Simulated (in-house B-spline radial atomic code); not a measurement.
**The ruthenium ion Ru⁷⁺: [Kr] 4d1**

All numbers are computed (non-relativistic r2SCAN0, spin-polarised, spherical fractional occupations, exact exchange averaged over the configuration; point nucleus) with an all-electron radial atomic-structure program (B-spline basis), not measured.

Effective charges: Z_r = [3n² - l(l+1)]/(2<r>) from the radius, Z_e = n√(-2ε) from the energy, and Slater's rules. Values are occupation-weighted means over spin.

| shell | electrons | ε (eV) | <r> (bohr) | Z_r | Z_e | Slater |
| --- | --- | --- | --- | --- | --- | --- |
| 1s | 2 | -21558 | 0.03463 | 43.31 | 39.81 | 43.70 |
| 2s | 2 | -3171.6 | 0.1507 | 39.80 | 30.54 | 39.85 |
| 2p | 6 | -2938.9 | 0.1292 | 38.71 | 29.39 | 39.85 |
| 3s | 2 | -661.95 | 0.4127 | 32.71 | 20.93 | 32.75 |
| 3p | 6 | -569.79 | 0.4065 | 30.75 | 19.41 | 32.75 |
| 3d | 10 | -401.34 | 0.3821 | 27.48 | 16.29 | 22.85 |
| 4s | 2 | -182.64 | 1.001 | 23.98 | 14.66 | 16.25 |
| 4p | 6 | -152.42 | 1.058 | 21.74 | 13.39 | 16.25 |
| 4d | 1 | -105.25 | 1.21 | 17.35 | 11.13 | 8.00 |

The least bound orbital is 4d up at -105.3 eV, and it is also the most diffuse (<r> = 1.21 bohr).
